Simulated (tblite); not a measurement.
Isomers of C5H6FNSi. Method: GFN2-xTB as coded in tblite; computed harmonic values from a numerical Hessian at the method's own geometry, unscaled. Against measured fundamentals such values can be off by several per cent, at times by over 20. Modes of hydrogen on silicon can be 10 to 20 % off. One conformer each.

Electronic energies: GFN2-xTB at the same geometries; isomer energies are rough at this level and their order can be wrong.

```json
{"SMILES": "C[C@H]1[SiH2]C(F)=C1C#N", "electronic energy, lowest = 0 (kcal/mol)": "14.5"}
{"SMILES": "N#CC1=C(F)C[C@H]1[SiH3]", "electronic energy, lowest = 0 (kcal/mol)": "9.5"}
{"SMILES": "N#CC1=CC[SiH2][C@H]1F", "electronic energy, lowest = 0 (kcal/mol)": "0.0"}
{"SMILES": "C#C[SiH2][C@](C)(F)C#N", "electronic energy, lowest = 0 (kcal/mol)": "33.6"}
```

Task: How do GFN2-xTB zero-point energies change the relative energies?

Result: 
```tsv
SMILES	ZPE (kcal/mol)	of it from modes above 1550 cm⁻¹	electronic (kcal/mol)	with ZPE, lowest = 0 (kcal/mol)	lowest mode (cm⁻¹)	rings
N#CC1=CC[SiH2][C@H]1F	58.3	29.4	0.0	0.0	32	1
N#CC1=C(F)C[C@H]1[SiH3]	56.7	28.5	9.5	7.9	89	1
C[C@H]1[SiH2]C(F)=C1C#N	58.4	29.5	14.5	14.6	75	1
C#C[SiH2][C@](C)(F)C#N	56.1	30.9	33.6	31.4	30	0
```

The zero-point energies span 2.3 kcal/mol, from `C#C[SiH2][C@](C)(F)C#N` to `C[C@H]1[SiH2]C(F)=C1C#N`. The order is unchanged.

Task: What do entropy and thermal enthalpy add at 298.15 K and 1 bar (rigid rotor, harmonic oscillator, one conformer each)?

Result: 
| SMILES | point group | symmetry number | S (cal/(mol K)) | H − H(0) (kcal/mol) | ZPE + H − H(0) − TS (kcal/mol) |
| --- | --- | --- | --- | --- | --- |
| N#CC1=CC[SiH2][C@H]1F | C1 | 1 | 91.5 | 5.95 | 37.0 |
| N#CC1=C(F)C[C@H]1[SiH3] | C1 | 1 | 93.0 | 6.22 | 35.2 |
| C[C@H]1[SiH2]C(F)=C1C#N | C1 | 1 | 92.3 | 6.27 | 37.2 |
| C#C[SiH2][C@](C)(F)C#N | C1 | 1 | 100.4 | 7.18 | 33.3 |
